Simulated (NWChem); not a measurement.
Molecule: CH₅FOSi; SMILES C[Si@H](O)F

```xyz
9

C     -0.4159     1.6548     0.2051
Si     0.0108    -0.0767    -0.3574
O     -1.0682    -1.2265     0.1910
F      1.5138    -0.4077     0.2190
H     -0.3833     1.7368     1.3113
H     -1.4312     1.9435    -0.1342
H      0.3070     2.3889    -0.2058
H      0.0389    -0.2432    -1.8407
H     -1.2661    -1.1993     1.1431
```
Atoms are numbered in this order, from 1.

Computed with NWChem. Pople sets run with spherical d functions. Structure relaxed at the PBE-D3(BJ)/def2-SVP level. Vertical excitations in the gas phase.

Predict the results for PBE/6-31+G*, full TDDFT. Quantities: lowest excitation, singlet (eV); oscillator strength of that lowest state; orbital gap (eV).


```
Quantity                                  Value
----------------------------------------  -----
lowest excitation, singlet (eV)            6.82
oscillator strength of that lowest state  0.046
orbital gap (eV)                           6.73
```
